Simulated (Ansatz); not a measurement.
Start from `N=C[NH][AlH][F]` and change one atom or group to get `N[SiH2][NH][AlH][F]`.

Ansatz, PBE0-D4/def2-TZVP geometries, multiplicity 1. Each molecule was computed in one conformer, which needn't be the lowest.

| property | `N=C[NH][AlH][F]` |
| --- | --- |
| size of the dipole moment (PBE/def2-TZVPP) / D | 3.79 |
| size of the dipole moment (ωB97M-V/def2-TZVPP) / D | 3.97 |
| LUMO energy (B3LYP/def2-TZVPP) / eV | -1.31 |
| HOMO–LUMO gap (PBE0/def2-TZVPP) / eV | 6.35 |
| HOMO–LUMO gap (PBE/def2-TZVPP) / eV | 4.25 |
| HOMO energy (ωB97M-V/def2-TZVPP) / eV | -9.66 |

Question: What does the change do to each property? (Best estimate.)

Answer: Ansatz gave: 
| property | `N[SiH2][NH][AlH][F]` | shift |
| --- | --- | --- |
| size of the dipole moment (PBE/def2-TZVPP) / D | 2.46 | -1.33 |
| size of the dipole moment (ωB97M-V/def2-TZVPP) / D | 2.41 | -1.56 |
| LUMO energy (B3LYP/def2-TZVPP) / eV | -0.59 | 0.72 |
| HOMO–LUMO gap (PBE0/def2-TZVPP) / eV | 7.09 | 0.74 |
| HOMO–LUMO gap (PBE/def2-TZVPP) / eV | 4.93 | 0.68 |
| HOMO energy (ωB97M-V/def2-TZVPP) / eV | -9.79 | -0.13 |

Dipoles are sizes alone; their direction can turn.

B3LYP here is the variant with VWN-RPA as its local correlation; programs differ in this.
